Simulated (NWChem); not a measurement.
All runs are NWChem calculations. System: diboron tetrafluoride (B₂F₄), charge 0, spin multiplicity 1, at a geometry optimised with B3LYP/def2-SVP. Level: CR-CCSD(T)/def2-SVP, 6 core orbitals frozen.

The NWChem input:

```
start mol
memory heap 100 mb stack 700 mb global 1900 mb
geometry units angstroms nocenter noautoz
  F      0.000000    -1.124344    -1.555462
  B      0.000000     0.000000    -0.861539
  F      0.000000     1.124344    -1.555462
  B      0.000000     0.000000     0.861539
  F      1.124344     0.000000     1.555461
  F     -1.124344     0.000000     1.555461
  symmetry group C2v
end
basis spherical
  * library def2-svp
end
scf
  rhf
  nopen 0
  maxiter 100
  thresh 1e-7
  semidirect memsize 60000000 filesize 0
end
tce
  freeze core 6
  cr-ccsd(t)
  2eorb
  2emet 13
  thresh 1e-6
  maxiter 100
  tilesize 24
end
task tce energy
```

NWChem printed:

```
             Northwest Computational Chemistry Package (NWChem) 7.3.0
             --------------------------------------------------------

                                NWChem Input Module
                                -------------------

 Scaling coordinates for geometry "geometry" by  1.889725989
 (inverse scale =  0.529177249)

 Turning off AUTOSYM since
 SYMMETRY directive was detected!

                             Geometry "geometry" -> ""
                             -------------------------

 Output coordinates in angstroms (scale by  1.889725989 to convert to a.u.)

  No.       Tag          Charge          X              Y              Z
 ---- ---------------- ---------- -------------- -------------- --------------
    1 F                    9.0000     0.00000000    -1.12434400    -1.55546200
    2 B                    5.0000     0.00000000     0.00000000    -0.86153900
    3 F                    9.0000     0.00000000     1.12434400    -1.55546200
    4 B                    5.0000     0.00000000     0.00000000     0.86153900
    5 F                    9.0000     1.12434400     0.00000000     1.55546100
    6 F                    9.0000    -1.12434400     0.00000000     1.55546100

 Effective nuclear repulsion energy (a.u.)     202.7003659806

            Nuclear Dipole moment (a.u.)
            ----------------------------
        X                 Y               Z
 ---------------- ---------------- ----------------
     0.0000000000     0.0000000000    -0.0000340151

      Symmetry information
      --------------------

 Group name             C2v
 Group number             16
 Group order               4
 No. of unique centers     4

      Symmetry unique atoms

     1    2    4    5


 Summary of "ao basis" -> "" (spherical)
 ------------------------------------------------------------------------------
       Tag                 Description            Shells   Functions and Types
 ---------------- ------------------------------  ------  ---------------------
 *                          def2-svp                  on all atoms

 Summary of "ao basis" -> "ao basis" (spherical)
[...]
         Wavefunction type : Restricted Hartree-Fock
          No. of electrons :    46
           Alpha electrons :    23
            Beta electrons :    23
           No. of orbitals :   168
            Alpha orbitals :    84
             Beta orbitals :    84
        Alpha frozen cores :     6
         Beta frozen cores :     6
     Alpha frozen virtuals :     0
      Beta frozen virtuals :     0
         Spin multiplicity : singlet
    Number of AO functions :    84
       Number of AO shells :    36
        Use of symmetry is : on
      Symmetry adaption is : on
         Schwarz screening : 0.10D-09

          Correlation Information
          -----------------------
          Calculation type : Coupled-cluster singles & doubles w/ perturbation
   Perturbative correction : Completely renormalized (T)
            Max iterations :      100
        Residual threshold : 0.10D-05
     T(0) DIIS level shift : 0.00D+00
     L(0) DIIS level shift : 0.00D+00
     T(1) DIIS level shift : 0.00D+00
     L(1) DIIS level shift : 0.00D+00
     T(R) DIIS level shift : 0.00D+00
     T(I) DIIS level shift : 0.00D+00
   CC-T/L Amplitude update :  5-th order DIIS
                I/O scheme : Global Array Library
        L-threshold :  0.10D-05
        EOM-threshold :  0.10D-05
 no EOMCCSD initial starts read in
 TCE RESTART OPTIONS
 SLICE:      F
 D4D5:       F
 quantumc:   F
 qrotation:  F
 pwtce:      F
 qducc:      F
 nacto:                         0
 nrotv:                         0
 nrot:                          0

            Memory Information
            ------------------
          Available GA space size is     249029744 doubles
          Available MA space size is     104848804 doubles

 Maximum block size supplied by input
 Maximum block size        24 doubles

 tile_dim =     23

 -------------------------------------------------

 Global array virtual files algorithm will be used

 Parallel file system coherency ......... OK

 4-electron integrals stored in orbital form

 v2    file size   =          2226498
 4-index algorithm nr.  13 is used
 imaxsize =       30
 imaxsize ichop =        0


CCSD iterations
 ---------------------------------------------------------
 Iter          Residuum       Correlation     Cpu    Wall
 ---------------------------------------------------------
    1   0.2051458188920  -0.8842275257453     0.4     0.4
    2   0.0533774449278  -0.8864777928108     0.3     0.3
    3   0.0171951056534  -0.8978856094905     0.4     0.4
    4   0.0073523553847  -0.8992606346360     0.3     0.3
    5   0.0026977151775  -0.9003663880356     0.4     0.4
    6   0.0008169440105  -0.9006873756701     0.4     0.4
    7   0.0004971619608  -0.9007629080827     0.4     0.4
    8   0.0002201814867  -0.9007843065123     0.4     0.4
    9   0.0001411483836  -0.9007852630521     0.4     0.4
   10   0.0000694537242  -0.9007929661068     0.4     0.4
   11   0.0000106903063  -0.9007954888853     0.4     0.4
   12   0.0000041339768  -0.9007978870923     0.4     0.4
   13   0.0000017800547  -0.9007978036232     0.4     0.4
   14   0.0000009485982  -0.9007979656908     0.4     0.4
 -----------------------------------------------------------------
 Iterations converged
 CCSD correlation energy / hartree =        -0.900797965690841
 CCSD total energy / hartree       =      -447.908086062239192

 Singles contributions

 Doubles contributions
 CR-CCSD(T)

 CR-CCSD[T]  correction energy / hartree =        -0.014675277688495
 CR-CCSD[T] correlation energy / hartree =        -0.915473243379335
 CR-CCSD[T] total energy / hartree       =      -447.922761339927661
 CR-CCSD(T)  correction energy / hartree =        -0.012468206523757
 CR-CCSD(T) correlation energy / hartree =        -0.913266172214598
 CR-CCSD(T) total energy / hartree       =      -447.920554268762942

 Task  times  cpu:       31.3s     wall:       31.3s

 Total times  cpu:       31.3s     wall:       31.3s
```
